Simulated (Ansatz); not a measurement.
Consider the formal exchange of groups at a C–C bond: `Cc1ccc(C(=O)O)cc1` + `[SiH3][O][InH2]` → `[CH3][InH][O][SiH3]` + `O=C(O)c1ccccc1`.

Gas-phase electronic energies from Ansatz, PBE0-D4/def2-TZVP geometries. CBS: MP2 limit from def2 TZ/QZ plus the TZ coupled-cluster correction, frozen cores. DFT in def2-TZVPP. def2 core potentials past Kr. For In outer-core shells are correlated without core-valence functions, which leaves a few kJ/mol of doubt a bond. Each species was taken in one conformer, which may not be the lowest.

```
              species  CAM-B3LYP-D4 energy (Eh)
  `Cc1ccc(C(=O)O)cc1`                -460.11988
    `[SiH3][O][InH2]`                -557.89789
`[CH3][InH][O][SiH3]`                -597.21384
     `O=C(O)c1ccccc1`                -420.80902
```

**Question.** Work out ΔE.

**Answer.** ΔE = (-597.21384) + (-420.80902) − (-460.11988) − (-557.89789) = -0.00509 Eh = -13.4 kJ/mol. CCSD(T)/CBS gives -22.0 kJ/mol.

Largest T1 diagnostic among the species: 0.015.

From BLYP to BHLYP (50 % exact exchange), in def2-TZVPP and without D4, ΔE moves by +6.0 kJ/mol. At CCSD(T), def2-SVP lies +19.1 kJ/mol from the extrapolated value and def2-TZVPP +2.3 kJ/mol.
